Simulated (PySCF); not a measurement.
BeP: from constants to spectrum

PBE0 constants of BeP, ⁴Σ⁻ (quartet), unpaired electrons σ ↑, π ↑↑ (PySCF, no relativity, basis sets Be def2-TZVP, P def2-TZVP; masses 9.0122 and 30.9738 u):

| Quantity | Value |
| --- | --- |
| ωe | 617.5 cm⁻¹ |
| ωexe | 4.88 cm⁻¹ |
| Be | 0.56266 cm⁻¹ |
| αe | 0.00597 cm⁻¹ |
| D (centrifugal) | 1.87e-06 cm⁻¹ |
| De to Be + P | 1.62 eV |

(1) Give the vibrational terms G(v) and spacings up to v = 6.

(2) How well does the Morse estimate ωe²/(4ωexe) reproduce De, and what is D0?

The state was picked by a PBE0 search and need not be the measured ground state.

Answers

(1) G(v) = ωe(v+½) − ωexe(v+½)².

```json
{"v": "0", "G(v) (cm⁻¹)": "308", "G(v) − G(v−1)": "", "Bv (cm⁻¹)": "0.5597"}
{"v": "1", "G(v) (cm⁻¹)": "915", "G(v) − G(v−1)": "608", "Bv (cm⁻¹)": "0.5537"}
{"v": "2", "G(v) (cm⁻¹)": "1513", "G(v) − G(v−1)": "598", "Bv (cm⁻¹)": "0.5477"}
{"v": "3", "G(v) (cm⁻¹)": "2101", "G(v) − G(v−1)": "588", "Bv (cm⁻¹)": "0.5418"}
{"v": "4", "G(v) (cm⁻¹)": "2680", "G(v) − G(v−1)": "578", "Bv (cm⁻¹)": "0.5358"}
{"v": "5", "G(v) (cm⁻¹)": "3249", "G(v) − G(v−1)": "569", "Bv (cm⁻¹)": "0.5298"}
{"v": "6", "G(v) (cm⁻¹)": "3808", "G(v) − G(v−1)": "559", "Bv (cm⁻¹)": "0.5239"}
```

(2) It gives 2.42 eV, 150 % of the computed De. D0 = De − G(0) = 1.62 − 0.04 = 1.58 eV.
